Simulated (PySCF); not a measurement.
Species: Y(SMe)3, C₃H₉S₃Y (singlet state).
Bonds: Y1–S2, Y1–S7, Y1–S12, S2–C3, S7–C8, S12–C13. Hydrogens: H4, H5, H6 on C3; H9, H10, H11 on C8; H14, H15, H16 on C13.

Method: PySCF 2.14.0, PBE0-D3(BJ)/def2-SVP geometry optimisation, gas phase, def2 core potentials past Kr.

**Question.** What internal coordinates does the optimisation give?

**Answer.** 
```csv
bond,length (pm)
Y1–S2,253.9
Y1–S7,251.5
Y1–S12,252.6
"S2–C3, S7–C8, S12–C13",183.1
C3–H4 and 6 like bonds,109.9
"C8–H9, C13–H14",111.1
```

Bonds in one row agree within 1 pm and their mean is given. A selection of angles:
```csv
angle,degrees
S2–Y1–S7,119.5
S7–Y1–S12,121.7
Y1–S2–C3,104.9
S2–C3–H4,111.7
S2–C3–H5,107.8
H4–C3–H5,108.3
H4–C3–H6,109.2
Y1–S7–C8,86.8
S7–C8–H9,114.0
S7–C8–H10,110.3
Y1–S12–C13,90.6
```

Torsions: S7–Y1–S2–C3 8° (synperiplanar); S2–Y1–S7–C8 -163° (antiperiplanar); S2–Y1–S12–C13 -6° (synperiplanar). The mirror-image conformer, all signs reversed, is as good.

The 3 S–Y bonds span 2.515 Å (Y1–S7) to 2.539 Å (Y1–S2), a spread of 0.024 Å. All 3 C–S bonds measure 1.830 to 1.832 Å. Of the pairs four or more bonds apart, H9···S12 is among the closest relative to their van der Waals radii: 2.75 Å, 92 % of the sum of Bondi's values. Y1 (yttrium bonded to 3 S) is planar (angles 121.7°, 119.5° and 118.6°, sum 359.9°, 0.05 Å off the plane of its three neighbours).

Point group: C1 (no symmetry element, even within 0.4 Å). Not checked by PBE0-D3(BJ)/def2-SVP frequencies. The optimiser warned: forces and energy converged, displacements not (flat surface).
